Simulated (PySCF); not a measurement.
How methods differ on the excitation energy of Fe

Fe [Ar] 3d6 4s2 (5D) → Fe [Ar] 3d5 4s2 4p1 (7P), as a difference of total energies. Calculation: PySCF 2.14, in aug-cc-pVTZ; no relativity, point nucleus. The calculations carry no spin-orbit coupling.

Task: Order these methods by the excitation energy they give, lowest first.
A. PBE
B. M06
C. LC-wPBE
D. LDA

Result: B (5.569 eV), C (5.686 eV), A (6.072 eV), D (6.141 eV).

These non-relativistic numbers lack the scalar-relativistic shift.

For comparison: 4.942 eV (measured; NIST levels, between the centres of gravity of the two terms).
